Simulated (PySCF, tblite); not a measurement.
Isomers of C5H13NO2Si2, one GFN2-xTB conformer each. Single-point energies are computed at PBE0/pcSseg-1 (PySCF, gas phase, no added dispersion term), electronic only.

Question: Rank them by PBE0/pcSseg-1 energy, lowest first (kcal/mol).
A. `[CH2:1]=[CH:2][C@@H:3]([C:4]([CH3:5])=[O:6])[Si@H:7]([OH:8])[NH:9][SiH3:10]` with C1–C2–C3–C4 147°, C2–C3–C4–C5 -139°, C2–C3–Si7–O8 -73°, C3–Si7–O8–H -12°, C3–Si7–N9–Si10 -65°
B. `[CH3:1][N:2]([CH3:3])[C:4](=[O:5])[Si@H:6]1[CH2:7][CH2:8][SiH2:9][O:10]1` with C1–N2–C4–O5 1°, N2–C4–Si6–C7 -155°, C4–Si6–C7–C8 147°, Si6–C7–C8–Si9 -31°, C7–C8–Si9–O10 22°, C8–Si9–O10–Si6 -3°
C. `[NH2:1][SiH2:2][SiH2:3][O:4][C@@H:5]1[CH2:6][CH2:7][C:8](=[O:9])[CH2:10]1` with H–N1–Si2–Si3 -175° and 47°, N1–Si2–Si3–O4 179°, Si2–Si3–O4–C5 176°, Si3–O4–C5–C6 -173°, O4–C5–C6–C7 -158°, C5–C6–C7–C8 29°, C6–C7–C8–O9 170°, C7–C8–C10–C5 -12°

Answer: B (0.0), A (13.7), C (32.6).

As drawn, the lowest has a C(=O)–N unit and an Si–C bond, which the highest lacks; the highest has an N–H bond and an Si–Si bond, which the lowest lacks. GFN2-xTB itself gives, in the same order: 0.0, 18.3, 16.7. Both levels put the same isomer lowest; measured from each level's own lowest isomer, the values differ by up to 15.9 kcal/mol (N[SiH2][SiH2]O[C@@H]1CCC(=O)C1: 16.7 against 32.6).

Q: Which frontier levels, dipoles and rotational constants go with these structures?

A: 
| SMILES | HOMO (eV, PBE0/pcSseg-1) | LUMO (eV) | dipole (D) | A, B, C (MHz) |
| --- | --- | --- | --- | --- |
| CN(C)C(=O)[Si@H]1CC[SiH2]O1 | -6.80 | -0.17 | 2.23 | 1998, 591.6, 492.5 |
| C=C[C@@H](C(C)=O)[Si@H](O)N[SiH3] | -7.03 | -0.73 | 2.89 | 1149, 668.2, 629.8 |
| N[SiH2][SiH2]O[C@@H]1CCC(=O)C1 | -7.14 | -0.69 | 3.46 | 3117, 349.7, 330.2 |

Q: What happens when harmonic zero-point energies from GFN2-xTB frequencies are added?

A: 
```tsv
SMILES	ZPE (kcal/mol)	electronic (kcal/mol)	with ZPE (kcal/mol)
CN(C)C(=O)[Si@H]1CC[SiH2]O1	109.6	0.0	0.0
C=C[C@@H](C(C)=O)[Si@H](O)N[SiH3]	105.3	13.7	9.4
N[SiH2][SiH2]O[C@@H]1CCC(=O)C1	107.7	32.6	30.7
```

The zero-point energies span 4.3 kcal/mol. The order is unchanged.

Q: As an exercise, what shares would exp(−E/RT) give at 2000 K from these electronic energies alone (no entropy, no degeneracies)?

A: RT = 3.974 kcal/mol: CN(C)C(=O)[Si@H]1CC[SiH2]O1 96.9 %, C=C[C@@H](C(C)=O)[Si@H](O)N[SiH3] 3.1 %, N[SiH2][SiH2]O[C@@H]1CCC(=O)C1 under 0.1 %.
